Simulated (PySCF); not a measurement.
# Ne²⁺: excitation energy

Ne²⁺ [He] 2s2 2p4 (3P) → Ne²⁺ [He] 2s2 2p3 3d1 (5D), as a difference of total energies. Computed with PySCF 2.14 in aug-cc-pCVTZ-DK (7s6p4d2f, 59 functions), with scalar relativity by spin-free X2C-1e. Correlated levels: valence: 1s2 frozen; valence and next inner shell: nothing frozen. The calculations carry no spin-orbit coupling.

```csv
method,excitation energy (cm⁻¹)
UHF,426190
LDA,428010
PBE,428450
PBE0,430090
r2SCAN,431470
r2SCANh,431690
BHandHLYP,432760
M06,431730
PW91,429330
MP2 (valence),433370
SCS-MP2 (valence),435020
MP2 (valence and next inner shell),433680
SCS-MP2 (valence and next inner shell),435180
```

A first-order spin-orbit estimate (lowest level to lowest level, LS coupling) adds 0.036 eV.

The promoted electron is Rydberg-like, and one or two diffuse shells describe it only roughly, which tends to raise the upper state.
